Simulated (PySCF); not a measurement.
# Ionisation energy of Tb⁵³⁺ by level of theory

Tb⁵³⁺ [Ne] 3s2 (1S) → Tb⁵⁴⁺ [Ne] 3s1 (2S), as a difference of total energies. Computed with PySCF 2.14 in an even-tempered Gaussian basis (17 s from 13 bohr⁻², ratio 2.5; 12 p from 17 bohr⁻², ratio 2.5; 4 d from 62 bohr⁻², ratio 2.7; 4 f from 94 bohr⁻², ratio 2.7), with the spin-free X2C one-electron Hamiltonian (Gaussian nucleus). Correlated levels: outer shells: 1s2 frozen; virtual orbitals above 40 to 60 times the deepest correlated orbital energy dropped. The calculations carry no spin-orbit coupling.

```
                method  ionisation energy (eV)
                   UHF                  5105.2
    MP2 (outer shells)                  5108.6
SCS-MP2 (outer shells)                  5109.1
   CCSD (outer shells)                  5109.1
CCSD(T) (outer shells)                  5109.1
```

Question: How much does correlation contribute at CCSD(T) (outer shells)?

Answer: 5109.1 − (5105.2) = 3.9 eV, measured against UHF.

Breit and QED terms and the two-electron picture change are absent.

For comparison: 5103 ± 5 eV (theoretical estimate listed by NIST; NIST Atomic Spectra Database, ionization energies).
